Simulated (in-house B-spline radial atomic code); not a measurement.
Radial electron density of neutral tin, [Kr] 4d10 5s2 5p2. Method: scalar-relativistic (X2C) PBE0, spin-polarised, spherical fractional occupations, exact exchange averaged over the configuration, Fermi nucleus of rms radius 4.6519 fm. Calculated with a radial B-spline atomic code at the basis-set limit.

One-electron X2C: radii and densities carry no picture-change correction, so inner-shell <1/r> comes out high (for 1s by about 2 % at Z = 33, 5 % at 54, 10 % at 75, 30 % at 118) and <r> low.

Columns: r (bohr), 4πr²n(r) (electrons per bohr), bar.

```
0.000956    2.113 #
 0.00119    2.995 ##
 0.00148     4.22 ##
 0.00184    5.905 ###
 0.00228    8.159 ####
 0.00284    11.25 ######
 0.00353    15.28 ########
 0.00439    20.45 ###########
 0.00546    26.84 ##############
 0.00678    34.34 ##################
 0.00844    42.74 #######################
  0.0105    51.22 ###########################
   0.013    58.52 ###############################
  0.0162    63.61 ##################################
  0.0202    65.02 ###################################
  0.0251    62.63 #################################
  0.0312    58.19 ###############################
  0.0387    55.35 ##############################
  0.0482    58.05 ###############################
  0.0599    67.29 ####################################
  0.0744    78.29 ##########################################
  0.0926    82.42 ############################################
   0.115    74.79 ########################################
   0.143     61.8 #################################
   0.178    56.88 ##############################
   0.221    63.51 ##################################
   0.275     67.6 ####################################
   0.342    55.06 #############################
   0.425    33.34 ##################
   0.528    21.01 ###########
   0.657     21.8 ############
   0.817    23.44 #############
    1.02    18.35 ##########
    1.26    10.99 ######
    1.57    5.635 ###
    1.95     3.19 ##
    2.43     2.08 #
    3.02    1.328 #
    3.75   0.7088 
    4.66   0.2924 
     5.8  0.09034 
    7.21  0.02031 
    8.96 0.002971 
    11.1 0.0002611
```

On this grid the curve has 4 maxima, near 0.0202, 0.0926, 0.275, 0.817 bohr.

The 5s down radial function P(r) = rR(r), positive near the nucleus:

| r (bohr) | P |
| --- | --- |
| 0.0004 | 0.01017 |
| 0.000618 | 0.01453 |
| 0.000956 | 0.02067 |
| 0.00148 | 0.02918 |
| 0.00228 | 0.04047 |
| 0.00353 | 0.05509 |
| 0.00546 | 0.07218 |
| 0.00844 | 0.08868 |
| 0.013 | 0.09703 |
| 0.0202 | 0.08304 |
| 0.0312 | 0.02958 |
| 0.0482 | -0.06497 |
| 0.0744 | -0.1473 |
| 0.115 | -0.09982 |
| 0.178 | 0.1149 |
| 0.275 | 0.218 |
| 0.425 | -0.08494 |
| 0.657 | -0.3516 |
| 1.02 | 0.05133 |
| 1.57 | 0.6269 |
| 2.43 | 0.6793 |
| 3.75 | 0.3355 |
| 5.8 | 0.07243 |
| 8.96 | 0.005251 |
